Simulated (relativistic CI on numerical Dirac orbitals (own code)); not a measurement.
d1 to d9 in one tetrahedral field

Computed with a parametric ligand-field model without spin-orbit coupling, by exact diagonalisation: B = 690, C = 3130, 10Dq = -4700 cm⁻¹ (Td; |10Dq|/B = 6.8) for every shell. Energies in cm⁻¹; the field energy is (0.6 n_e − 0.4 n_t2) × 10Dq of the ground term; g labels are left out.

```csv
Shell,Ground term,Electrons in e,Field energy,First spin-allowed bands,Lowest term of other spin
d1,2E,1.000,-2820,2T2 4700,
d2,3A2,2.000,-5640,"3T2 4700, 3T1 8017",1E 11242
d3,4T1,1.898,-3282,"4T2 4023, 4A2 8723",2E 9643
d4,5T2,2.000,-1880,5E 4700,3T1 12304
d5,6A1,2.000,0,none,4T1 19762
d6,5E,3.000,-2820,5T2 4700,3T1 12723
d7,4A2,4.000,-5640,"4T2 4700, 4T1 8017",2E 13812
d8,3T1,3.898,-3282,"3T2 4023, 3A2 8723",1T2 10678
d9,2T2,4.000,-1880,2E 4700,
```

Every shell keeps the spin of the free ion. Tetrahedral fields of 3d complexes are almost always too weak to pair spins. High-spin d^(n+5) repeats the spin-allowed bands of d^n, since the half-filled shell is spherical.
